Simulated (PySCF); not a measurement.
ClGeH6NSi, SMILES [GeH3][Si@H](Cl)N. The structure is a stationary point at PBE0-D3(BJ)/def2-SVP. The structure was generated by enumeration; whether it is a known compound was not checked. Other conformers were not sampled.

Computed with PBE0-D3(BJ)/def2-SVP (PySCF).

Harmonic wavenumbers (cm⁻¹): 84, 111, 157, 231, 292, 354, 446, 468, 476, 536, 693, 788, 826, 874, 885, 891, 916, 1547, 2145, 2154, 2166, 2256, 3601, 3701. Rotational constants (GHz): 3.670, 1.396, 1.084; symmetry number 1.

Problem. Work out the zero-point energy and the ideal-gas rigid-rotor harmonic-oscillator thermochemistry at 298.15 K and 1 atm.

Solution. ZPE = ½ Σ hcν = ½ × 26597 cm⁻¹ = 159.08 kJ/mol. H − E(el) = 181.78 kJ/mol. Entropy in J/(mol K): translation 171.74, rotation 119.03, vibration 76.41, total 367.19. G − E(el) = 72.30 kJ/mol. Cp = 118.06 J/(mol K). Modes under 150 cm⁻¹ make the vibrational entropy uncertain.
